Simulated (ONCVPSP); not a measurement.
# Pb (Z = 82): one change to an ONCV potential, before and after

* Element: Pb (Z = 82)
* Generator: ONCVPSP 4.0.1
* Type: optimised norm-conserving Vanderbilt (ONCV)
* Functional: Wu-Cohen
* Relativity: scalar-relativistic
* Frozen core: [Kr] 4d10 4f14
* Valence charge: 22
* Reference configuration: 5s2 5p6 5d10 6s2 6p2
* Partial waves: 5s+6s: rc 1.60 bohr, ncon 4, nbas 8, qcut 8 1/bohr, 2 projectors; 5p+6p: rc 1.65 bohr, ncon 5, nbas 9, qcut 8.1 1/bohr, 3 projectors, debl 3.7 Ha; 5d: rc 1.25 bohr, ncon 4, nbas 9, qcut 7.8 1/bohr, local
* Local potential: the d channel
* Core correction: none

Change: fully relativistic.

Cutoffs: the cutoffs (Ha) at which the residual kinetic energy of the hardest occupied pseudo-wave falls to 1 and 0.1 mHa per electron; they do not see the model core or the augmentation charge, which bear on the density cutoff. Errors are all-electron minus pseudo energies relative to the spin-unpolarised reference configuration.

Task: Predict the effect on cutoff, ghosts and configuration errors.

Result: The potential gets neither clearly harder nor softer (24 Ha and 29 Ha → 25 Ha and 30 Ha); the d channel sets the loose cutoff, while the largest relative change is in p, which becomes harder; the miss of the reference levels goes from 0.00 to 1.59 eV; of the 3 tests that both files solve, the error grows in 0 and shrinks in 3 by more than 15 % and 0.3 meV (median size 9.4 → 0.2 meV); neither file shows a bound ghost. In the changed file the local d channel has no projectors, so it cannot carry the spin–orbit splitting, and the file is wrong for that shell.

```tsv
quantity	base	changed
cutoff, loose	24 Ha	25 Ha
cutoff, tight	29 Ha	30 Ha
loose cutoff by channel	s 23 Ha, p 17 Ha, d 24 Ha	s 23 Ha, p 21 Ha, d 25 Ha
bound ghosts	none	none
GHOST(+) flags under 300 eV	none	none
largest miss of a reference level, eV	0.00	1.59
tests with a reliable result	3 of 4	3 of 4
error for 5s2 5p6 5d10 6s2 6p1, meV [ΔE 6.59 → 6.72 eV]	-2.9	+0.2
error for 5s2 5p6 5d10 6s2 6p0, meV [ΔE 20.04 → 20.33 eV]	-9.4	+0.1
error for 5s2 5p6 5d10 6s1 6p0, meV [ΔE 52.55 → 52.83 eV]	-27	-7.7
s: phases at 1.62 bohr within 0.05 rad from the reference energy up to (Ha; the scan ends near 5)	to the end of the scan	to the end of the scan
```
